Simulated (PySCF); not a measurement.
Positional isomers: furan mercapto+boryl. Isolated molecules, 0 K electronic values unless said otherwise. One relaxed conformer stands for each flexible species; it need not be the lowest. Strings in code marks are SMILES.

The HOMO–LUMO gap from two functionals at the same geometries (PBE0-D3(BJ)/def2-SVP), both in PySCF: PBE-D3(BJ)/def2-TZVP and ωB97X-D3(BJ)/def2-TZVP. 

| species | PBE-D3(BJ)/def2-TZVP (eV) |
|---|---|
| `Bc1cc(S)co1` | 3.06 |
| `Bc1ccc(S)o1` | 2.98 |
| `c1(c(S)occ1)B` | 2.85 |
| `c1(coc(c1)S)B` | 3.22 |
| `Sc1c(coc1)B` | 2.59 |
| `Bc1occc1S` | 2.90 |

### Question
What does ωB97X-D3(BJ)/def2-TZVP give for each?

### Answer

- `Bc1cc(S)co1`: 9.30
- `Bc1ccc(S)o1`: 8.74
- `c1(c(S)occ1)B`: 8.86
- `c1(coc(c1)S)B`: 9.49
- `Sc1c(coc1)B`: 8.87
- `Bc1occc1S`: 8.85
Over these rows, drawn at random from the members with no instability flagged (it was tested for open shells, ions and some series alone), PBE minus ωB97X-D3(BJ): mean -6.09 eV, from -6.29 eV to -5.76 eV.
